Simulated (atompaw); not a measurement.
## Before and after: PAW (atompaw) potential for indium (In)

| Property | Result |
| --- | --- |
| Element | indium |
| Generator | atompaw 4.2.0.5 |
| Type | PAW |
| Functional | PBEsol |
| Relativity | scalar-relativistic |
| Frozen core | [Kr] |
| Valence charge | 13 |
| Reference configuration | 4d10 5s2 5p1 |
| Partial waves | 5s (bound): rc 2.40 bohr; 5s channel at 0.4 Ry: rc 2.40 bohr; 5p (bound): rc 2.00 bohr; 5p channel at 0.8 Ry: rc 2.40 bohr; 4d (bound): rc 1.70 bohr; 4d channel at -1.05 Ry: rc 2.40 bohr |
| Local potential | bessel scheme, radius 1.95 bohr |
| Core correction | smooth core density matched at 1.25 bohr |
| Augmentation charge | besselshape compensation charge, radius 2.40 bohr; PAW radius 2.40 bohr; waves and projectors: custom rrkj gramschmidtortho |

Change: augmentation besselshape compensation charge, radius 2.40 bohr; PAW radius 2.40 bohr; waves and projectors: custom polynom2 7 10 vanderbiltortho.

Cutoffs: the cutoffs (Ry, on a coarse ladder) from which the occupation-weighted sum of valence levels, in a spherical-Bessel basis at the reference potential, stays within 10 and 1 mRy of its value at 400 Ry; they do not see the model core or the augmentation charge, which bear on the density cutoff.

Task: What does the change do?

Result: The potential gets harder (40 Ry and 70 Ry → 90 Ry and 260 Ry); the range in which the p phases agree narrows (upper end 3.8 → 1.6); the range in which the d phases agree widens (upper end -0.2 → at the end of the scan); neither file shows a bound ghost.

| quantity | base | changed |
| --- | --- | --- |
| cutoff, loose | 40 Ry | 90 Ry |
| cutoff, tight | 70 Ry | 260 Ry |
| loose cutoff by channel (10 mRy a level) | s 6 Ry, p 6 Ry, d 30 Ry | s 6 Ry, p 6 Ry, d 25 Ry |
| bound ghosts | none | none |
| s: phases at 2.42 bohr within 0.05 rad from the reference energy up to (Ry; the scan ends near 5) | 4.1 | 4.0 |
| p: phases at 2.42 bohr within 0.05 rad from the reference energy up to (Ry; the scan ends near 5) | 3.8 | 1.6 |
| d: phases at 2.42 bohr within 0.05 rad from the reference energy up to (Ry; the scan ends near 5) | -0.2 | to the end of the scan |
| lowest overlap eigenvalue by channel | s 0.37, p 0.11, d 1.00 | s 0.35, p 0.07, d 0.15 |

 The cutoffs see the waves, projectors and local potential, not the compensation charge or the core.
